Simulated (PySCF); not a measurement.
C5H6FO (doublet state).
Structure used (GFN2-xTB), in Å, numbered top down from 1:
```xyz
13
C5H6FO angstrom
O      1.654    0.454   -0.915
C      1.093   -0.667   -0.329
C     -0.319   -1.033   -0.531
C     -1.205    0.178   -0.742
C     -0.827    0.655    0.686
C      0.073   -0.550    0.828
F      0.326   -1.164    2.008
H      2.539    0.599   -0.564
H      1.771   -1.502   -0.168
H     -2.259   -0.066   -0.838
H     -0.892    0.828   -1.556
H     -1.654    0.657    1.390
H     -0.305    1.611    0.713
```

The hyperfine couplings belong to this conformer and change with its torsions.

As a line formula: `O[C@@H]1[C]2CC[C@@]21F` [radical].

Method used: PySCF 2.14.0, UKS B3LYP, pcH-1 on C F H O, non-relativistic, mean-field spin-orbit, GIAO. Isolated species at its GFN2-xTB geometry (one conformer only). Couplings are sensitive to structure, and on GFN2-xTB geometries they can be far from those on DFT ones.

How many α and β electrons are there, and what is ⟨S²⟩ of the pure spin state?

53 electrons with 2S = 1: 27 α and 26 β; S(S+1) = 0.75.

Mulliken spin populations, one withheld:

| atom | bound to | population |
| --- | --- | --- |
| O1 | C2, H8 | +0.0121 |
| C2 | O1, C3, C6, H9 | +0.0104 |
| C3 | C2, C4, C6 | +0.7702 |
| C4 | C3, C5, H10, H11 | -0.0097 |
| C5 | C4, C6, H12, H13 | +0.0283 |
| C6 | C5, F7, C2, C3 | ? |
| F7 | C6 | +0.0178 |
| H8 | O1 | +0.0008 |
| H9 | C2 | +0.0167 |
| H10 | C4 | +0.0139 |
| H11 | C4 | +0.0009 |
| H12 | C5 | -0.0024 |
| H13 | C5 | +0.0208 |

Complete the table.

1 − (0.8798) gives +0.120, since all populations sum to 2S.

Sum the populations by element and by sign.

Carbon +0.92, hydrogen +0.05, fluorine +0.02, oxygen +0.01. The positive populations sum to 1.01, the negative ones to -0.01.

With ⟨S²⟩ = 0.7534, find the sum of squared α–β overlaps and estimate the admixture of higher spin.

Σ|⟨iα|jβ⟩|² over occupied orbitals = Nβ − [⟨S²⟩ − S(S+1)] = 26 − 0.0034 = 25.9966. If the quartet state (S + 1) were the only admixture, its weight would be 0.0034/(2S + 2) = 0.11 %.

What Fermi-contact NMR shifts do the couplings of C2, C4, C5, C6, H8, H9, H10 imply at 298 K (Curie law, g = gₑ)?

δ = a_FC·h·gₑ μB S(S+1)/(3 g_N μN kT), with k/h = 20836.6 MHz/K:

```tsv
nuclei	isotope	a_FC (MHz)	g_N	contact shift (ppm)
C2	13C	-7.28	1.4048	-767
C4	13C	-4.76	1.4048	-501
C5	13C	22.66	1.4048	+2388
C6	13C	5.89	1.4048	+621
H8	1H	2.45	5.5857	+65
H9	1H	51.95	5.5857	+1377
H10	1H	39.22	5.5857	+1039
```

All at the stated temperature.

Hardware: Arm Neoverse V2, one thread, no GPU, on a shared host. Cost: 36 s of wall time (grids of density and orbitals included), 0.96 GiB resident at most.
